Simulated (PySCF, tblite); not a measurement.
Isomers of C5H16OSi2, one GFN2-xTB conformer each. Single-point energies are computed at PBE0/pcSseg-1 (PySCF, gas phase, no added dispersion term), electronic only.

| SMILES | GFN2-xTB relative energy (kJ/mol) |
| --- | --- |
| CCCOC[Si@@H](C)[SiH3] | 30.2 |
| COCCCC([SiH3])[SiH3] | 0.0 |

Conformers: `[CH3:1][CH2:2][CH2:3][O:4][CH2:5][Si@@H:6]([CH3:7])[SiH3:8]` with C1–C2–C3–O4 -179°, C2–C3–O4–C5 177°, C3–O4–C5–Si6 -176°, O4–C5–Si6–C7 -90°; `[CH3:1][O:2][CH2:3][CH2:4][CH2:5][CH:6]([SiH3:7])[SiH3:8]` with C1–O2–C3–C4 180°, O2–C3–C4–C5 66°, C3–C4–C5–C6 -173°, C4–C5–C6–Si7 173°.

Task: What does PBE0/pcSseg-1 give for the same structures?

Result: 
```json
{"SMILES": "CCCOC[Si@@H](C)[SiH3]", "PBE0/pcSseg-1 E (Eh)": "-853.73233", "PBE0/pcSseg-1 (kJ/mol)": "0.0", "GFN2-xTB (kJ/mol)": "30.2", "point group": "C1"}
{"SMILES": "COCCCC([SiH3])[SiH3]", "PBE0/pcSseg-1 E (Eh)": "-853.71510", "PBE0/pcSseg-1 (kJ/mol)": "45.2", "GFN2-xTB (kJ/mol)": "0.0", "point group": "C1"}
```

GFN2-xTB puts COCCCC([SiH3])[SiH3] lowest instead. As drawn, the lower has an Si–Si bond, which the higher lacks.

Task: Which frontier levels, dipoles and rotational constants go with these structures?

Result: 
```
               SMILES  HOMO (eV, PBE0/pcSseg-1)  LUMO (eV)  dipole (D)       A, B, C (MHz)
CCCOC[Si@@H](C)[SiH3]                     -7.52       0.37        1.75  2132, 622.8, 539.9
 COCCCC([SiH3])[SiH3]                     -7.40       0.62        1.80  2238, 558.5, 464.1
```

Task: What happens when harmonic zero-point energies from GFN2-xTB frequencies are added?

Result: 
```csv
SMILES,ZPE (kJ/mol),electronic (kJ/mol),with ZPE (kJ/mol)
CCCOC[Si@@H](C)[SiH3],506.3,0.0,0.0
COCCCC([SiH3])[SiH3],498.0,45.2,36.9
```

The zero-point energies span 8.3 kJ/mol. The order is unchanged.
